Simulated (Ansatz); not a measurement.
## Ligand exchange: C3H4F4 + Al(CH3)F2 → C2HF5 + Al(CH3)2F

Gas-phase species: C3H4F4 `CC(F)C(F)(F)F`, singlet; Al(CH3)F2, singlet; C2HF5 `FC(F)C(F)(F)F`, singlet; Al(CH3)2F, singlet. The partners trade CH3 for F: C–CH3 and Al–F bonds give way to C–F and Al–CH3.

Shapes, held fixed at every level: PBE0-D4/def2-TZVP. Programs: Ansatz 0.2.0. Electronic energies: no zero-point or thermal term.

| level | kind | ΔE (kJ/mol) | less CCSD(T)/CBS estimate |
| --- | --- | --- | --- |
| HF/def2-TZVPP | Hartree–Fock | +225.8 | -7.5 |
| PBE-D4/def2-TZVPP | GGA | +208.9 | -24.4 |
| B3LYP-D4/def2-TZVPP | global hybrid | +222.0 | -11.3 |
| BHLYP-D4/def2-TZVPP | global hybrid | +227.5 | -5.8 |
| wB97M-V/def2-TZVPP | range-separated hybrid | +220.0 | -13.3 |
| MP2/def2-SVP | perturbation theory | +228.9 | -4.4 |
| MP2/def2-TZVPP | perturbation theory | +236.0 | +2.7 |
| CCSD(T)/CBS estimate | coupled cluster or CI | +233.3 | 0.0 |

The highest level, CCSD(T)/CBS estimate, gives ΔE = +233.3 kJ/mol; the levels span +208.9 to +236.0. The column of differences is taken from that level and isn't an error. No measured value is set beside it here. The CBS estimate extrapolates MP2 from def2-TZVPP and def2-QZVPP and adds CCSD(T) − MP2 in the triple-zeta set, cores frozen.
